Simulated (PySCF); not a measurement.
## Exercise with solution: dipole moment from atomic charges

H6SSi2, SMILES S([SiH3])[SiH3]. Atoms are numbered in the order given.

```xyz
9

Si    -1.6407     0.0000     0.4150
S      0.0000     0.0000    -0.9981
Si     1.6407     0.0000     0.4150
H     -1.6075     1.2249     1.2882
H     -2.8932    -0.0069    -0.4108
H     -1.5996    -1.2184     1.2970
H      1.5996     1.2184     1.2970
H      2.8932     0.0069    -0.4108
H      1.6075    -1.2249     1.2882
```

Geometry optimised at PBE-D3(BJ)/def2-SVP.

Charges (e) from CAM-B3LYP/def2-TZVPD in PySCF:

| atom | ESP fit | IAO |
|---|---|---|
| Si1 | 0.119 | 0.581 |
| S2 | -0.191 | -0.434 |
| Si3 | 0.119 | 0.581 |
| H4 | -0.016 | -0.128 |
| H5 | 0.009 | -0.108 |
| H6 | -0.016 | -0.128 |
| H7 | -0.016 | -0.128 |
| H8 | 0.009 | -0.108 |
| H9 | -0.016 | -0.128 |

The dipole moment of the full density is 0.97 D.

### Question
What dipole moment does each set of point charges give, and which comes closer to that of the density?

### Answer

μ = Σ q r, and 1 e Å = 4.8032 D.
ESP fit: Σ q r = (0.000, 0.000, 0.199) e Å, |μ| = 0.96 D.
IAO: Σ q r = (0.000, 0.000, 0.342) e Å, |μ| = 1.64 D.
ESP fit comes closer in size. Point charges leave out the atoms' own dipoles (lone pairs, polarised bonds); fits to the potential absorb them, partitions of the density don't.
